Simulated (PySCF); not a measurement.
Computed shifts of a molecule C₃H₈OSi, PBE/pcSseg-1 in PySCF, GIAO, gas phase, atoms alike by connectivity averaged where their shifts nearly agree, in ppm (number of nuclei): ¹³C: 48.7 (1), 19.2 (1), 18.1 (1). ²⁹Si: -64.2 (1). ¹H: 4.29 (3), 1.30 (1), 0.97 (1), 0.86 (1), 0.80 (1), 0.57 (1). References: ¹⁷O against H2O (σ = 334.3 ppm); ¹³C against TMS (σ = 182.0 ppm); ²⁹Si against TMS (σ = 335.4 ppm); ¹H against TMS (σ = 31.49 ppm), references at their B3LYP-D3(BJ)/def2-TZVP geometries, non-relativistic. Geometry: B3LYP-D3(BJ)/def2-SVP. One conformer was computed; it need not be the lowest.

Question: Identify the compound among the candidates.
(A) [SiH3]OC1CC1
(B) C=C[SiH2]OC
(C) C=C[SiH2]CO
(D) OC1([SiH3])CC1

Answer: D, OC1([SiH3])CC1
